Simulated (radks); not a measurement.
The numbers below are computed, except where a source is named.
Ru I, 44 electrons, occupied as [Kr] 4d7 5s1.

Code: a radial shooting solver on a logarithmic mesh with Libxc functionals. Model: scalar-relativistic Kohn-Sham, PBEsol, spin-polarised, spherical densities, finite nucleus; open shells are filled with parallel spins first (spin-orbit coupling, left out, can overturn this in heavy ions); Fermi nuclear charge, rms radius 4.4809 fm.

Energy parts (Ry):
part                        energy
total                  -9056.86164
kinetic                 9364.59705
electron-nucleus      -21853.54658
Hartree                 3694.30689
exchange-correlation    -262.21900

Orbitals (lengths in bohr, moments of r in powers of bohr; r(max) is where P^2 peaks; r(90%) holds 90 % of the orbital's charge):
| orbital | occ. | eigenvalue (Ry) | r(max) | r(90%) | <r^4> | <1/r> |
|---|---|---|---|---|---|---|
| 1s up | 1 | -1611.337 | 0.02173 | 0.0600 | 5.918e-06 | 45.85 |
| 1s down | 1 | -1611.336 | 0.02173 | 0.0600 | 5.918e-06 | 45.85 |
| 2s up | 1 | -231.6900 | 0.1230 | 0.225 | 0.001078 | 10.36 |
| 2s down | 1 | -231.6617 | 0.1230 | 0.225 | 0.001078 | 10.36 |
| 2p up | 3 | -207.5472 | 0.09826 | 0.207 | 0.0007717 | 10.05 |
| 2p down | 3 | -207.5255 | 0.09825 | 0.207 | 0.0007715 | 10.05 |
| 3s up | 1 | -40.76989 | 0.3618 | 0.595 | 0.05331 | 3.592 |
| 3s down | 1 | -40.75275 | 0.3618 | 0.594 | 0.05325 | 3.592 |
| 3p up | 3 | -32.83863 | 0.3550 | 0.608 | 0.05800 | 3.421 |
| 3p down | 3 | -32.81949 | 0.3550 | 0.608 | 0.05790 | 3.421 |
| 3d up | 5 | -20.06737 | 0.3009 | 0.612 | 0.05979 | 3.194 |
| 3d down | 5 | -20.03971 | 0.3010 | 0.611 | 0.05957 | 3.194 |
| 4s up | 1 | -5.65244 | 0.9146 | 1.48 | 2.113 | 1.344 |
| 4s down | 1 | -5.52104 | 0.9127 | 1.48 | 2.088 | 1.349 |
| 4p up | 3 | -3.45683 | 0.9834 | 1.68 | 3.448 | 1.196 |
| 4p down | 3 | -3.31589 | 0.9807 | 1.67 | 3.400 | 1.201 |
| 4d up | 5 | -0.43756 | 1.218 | 2.78 | 29.27 | 0.8104 |
| 5s up | 1 | -0.35345 | 2.692 | 4.93 | 256.1 | 0.3915 |
| 4d down | 2 | -0.28336 | 1.211 | 2.86 | 35.56 | 0.8067 |
| 5s down | 0 | -0.23492 | 2.783 | 5.39 | 369.4 | 0.3667 |

The highest occupied level is 4d down at -3.855 eV. Spin moment in Bohr magnetons: 4. The spin density at the nucleus is 12.07 e/bohr^3 (1s 0.03, 2s -0.64, 3s 0.22, 4s -1.60, 5s 14.06). Summed over all electrons, <r^2> = 52.30 bohr^2, which gives a Langevin (diamagnetic) susceptibility term of -41.4 x 10^-6 cm^3/mol.
